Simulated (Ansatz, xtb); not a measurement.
# Two isomers of C5H8Ge

Structure X is `CC1=[CH][GeH2][CH]=C1`, a singlet and structure Y is `[CH3][GeH]1[CH]=CC=[CH]1`, a singlet. Both are isolated molecules in the gas phase, relaxed with B3LYP-D3(BJ)/def2-SVP.

Q: Estimate which is lower in electronic energy at CCSD(T)/def2-SVP + ΔMP2/def2-TZVPP, and by roughly how much.

A: Not settled: CCSD(T)/def2-SVP + ΔMP2/def2-TZVPP gives E(Y) − E(X) = −0.183 eV, but this leans on the basis-set step: CCSD(T) alone gives −0.041 eV.

Level by level:

```
                             level               geometry  E(Y) − E(X) (eV)  departure from the last row (eV)  job, with rough time for the two
                          GFN2-xTB               GFN2-xTB              +0.347                            +0.531              optimisation, 0.19 s
                         HF/STO-3G               GFN2-xTB              −0.106                            +0.078              single point, 0.48 s
                r2SCAN-D4/def2-SVP               GFN2-xTB              −0.076                            +0.108               single point, 4.1 s
             B3LYP-D3(BJ)/def2-SVP  B3LYP-D3(BJ)/def2-SVP              −0.074                            +0.109                optimisation, 32 s
                       HF/def2-SVP  B3LYP-D3(BJ)/def2-SVP              −0.073                            +0.110           part of the CCSD(T) run
                      MP2/def2-SVP  B3LYP-D3(BJ)/def2-SVP              −0.057                            +0.126           part of the CCSD(T) run
                  CCSD(T)/def2-SVP  B3LYP-D3(BJ)/def2-SVP              −0.041                            +0.143                      single point
CCSD(T)/def2-SVP + ΔMP2/def2-TZVPP  B3LYP-D3(BJ)/def2-SVP              −0.183                                                  single point, 89 s
```

As drawn, Y has 1 C–Ge, 1 C–H in place of 1 C–C, 1 Ge–H.

GFN2-xTB puts the two in the other order. The largest departure from CCSD(T)/def2-SVP + ΔMP2/def2-TZVPP is that of GFN2-xTB, 0.531 eV. The last row adds to CCSD(T) the change of the MP2 difference between the two basis sets, here −0.143 eV, a large step that makes the value less sure.

With thermal terms from frequencies at re-optimised GFN2-xTB minima (ideal gas, soft modes damped towards free rotors, one conformer each, 298.15 K, 1 atm): on the last row, ΔE + ΔZPE = −0.150, ΔH = −0.142, ΔG = −0.166 eV.

The correlated steps freeze 14 core orbitals; the filled d shell of Ge is correlated, in a basis made for valence electrons. Run with Ansatz 0.2.0, xtb 6.7.1; the last row on 4 threads of Arm Neoverse V1 on a shared host.
